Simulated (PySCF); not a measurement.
All values below come from PBE-D3(BJ)/def2-TZVP // B3LYP-D3(BJ)/def2-SVP (PySCF). Isolated molecules, 0 K electronic values unless said otherwise. One relaxed conformer stands for a flexible species; it need not be the lowest. Excitations are Tamm–Dancoff values on a coarser integration grid. The basis has no diffuse functions, so Rydberg states are missing or too high.

Reference species (SMILES): `C[C@@H](CC[SiH3])C(F)(F)F` (C–C–C–C torsion -64°, C–C–C–Si torsion -177°) (neutral, multiplicity 1).

The HOMO comes out as -7.50 eV and the T1 excitation (TDA) is 6.95 eV. The LUMO is -0.32 eV.

Changed species: `FC([C@@H]([C@@H](C)[SiH3])C)(F)F` (C–C–C–Si torsion 71°).

Give the shifts of the HOMO, T1 excitation (TDA) and LUMO.

the HOMO rises by 0.27 eV, to -7.23 eV; the T1 excitation (TDA) decreases by 0.13 eV, to 6.82 eV; the LUMO rises by 0.14 eV, to -0.18 eV.
